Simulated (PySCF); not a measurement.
Zn(SeH)(GeH3) (GeH₄SeZn), SMILES [GeH3][Zn][SeH].

Geometry: PBE-D3(BJ)/def2-SVP. The structure was generated by enumeration; whether it is a known compound was not checked. One conformer was computed; it need not be the lowest.

Method: PBE-D3(BJ)/def2-SVP in PySCF.

Frequencies are harmonic and unscaled.

A small imaginary wavenumber (i) marks a very flat motion, where grid noise or a shallow saddle decides the sign.

```csv
mode,ν (cm⁻¹),IR (km/mol),moving atoms (share of kinetic energy)
1,21i,3.6,H 99 %
2,64,3.7,"Zn 67 %, Se 14 %, Ge 12 %"
3,66,2.9,"Zn 68 %, Se 15 %, Ge 12 %"
4,176,2.1,"Ge 53 %, Se 44 %"
5,326,25.2,"Zn 70 %, Se 19 %, Ge 10 %"
6,381,2.8,H 93 %
7,390,4.7,H 93 %
8,523,3.8,H 96 %
9,758,264.5,H 97 %
10,854,24.0,H 99 %
11,856,24.5,H 99 %
12,2051,96.3,H 100 %
13,2066,107.3,H 98 %
14,2067,107.3,H 98 %
15,2344,13.8,H 99 %
```
